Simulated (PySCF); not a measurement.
# Electron correlation in Ba (barium, neutral)

[Xe] 6s2, closed-shell 1S. All numbers are calculated (PySCF 2.14, scalar relativity by spin-free X2C-1e, in Sapporo-DKH3-DZP-2012). Frozen: [Xe]; 2 electrons correlated.

Total MP2 correlation energy: -12.01 mhartree.

Same-spin part 0.00 and opposite-spin part -12.01 mhartree; SCS-MP2 scales them by 1/3 and 6/5 to -14.41 mhartree.

With two correlated electrons CCSD is exact within the correlated space (frozen core and kept virtual orbitals).

| level | correlation energy (mhartree) |
| --- | --- |
| CCSD | -21.98 |

Diagnostics: T1 = 0.0091, D1 = 0.0129, largest double amplitude 0.172.

A double-excitation amplitude exceeds 0.15, a sign of near-degeneracy.

Cost of the coupled-cluster step: 0.07 s of wall time on 1 thread of Neoverse-N1 (shared host), for 2 correlated electrons.
